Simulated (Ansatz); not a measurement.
Basis sets compared for closo-1-SB4 (no H on S) (B4H4S). Charge 0, multiplicity 1. Geometry r2SCAN-D4/def2-SVP. Ansatz on 2 threads of Intel Xeon Platinum 8375C on a shared host; times are rough, and most runs start from earlier orbitals.

```xyz
9

B    -0.958    0.245    0.478
B     0.551    0.840   -0.445
B     0.593   -0.214    0.832
B     0.043   -0.953   -0.544
S    -1.000    0.361   -1.402
H    -1.932    0.484    1.134
H     1.251    1.739   -0.813
H     1.272   -0.459    1.784
H     0.180   -2.043   -1.023
```

Binding counts from free atoms (B doublet, S triplet, H doublet) in the same basis, without a counterpoise term.

```
           level  functions  energy (Eh)  HOMO (eV)  LUMO (eV)  binding per atom (eV)  wall time
 PBE-D4/def2-SVP         94    -499.4821      -7.16      -2.16                   4.11      1.1 s
PBE0-D4/def2-SVP         94    -499.5415      -8.29      -1.29                   4.07      1.1 s
```

Problem. Estimate the rows for PBE-D4/def2-TZVP (with forces), PBE0-D4/def2-TZVP.

Solution. 
```csv
level,functions,energy (Eh),HOMO (eV),LUMO (eV),binding per atom (eV),wall time
PBE-D4/def2-TZVP (with forces),185,-499.7260,-7.19,-2.26,4.08,2.5 s
PBE0-D4/def2-TZVP,185,-499.7816,-8.26,-1.36,4.02,2.7 s
```
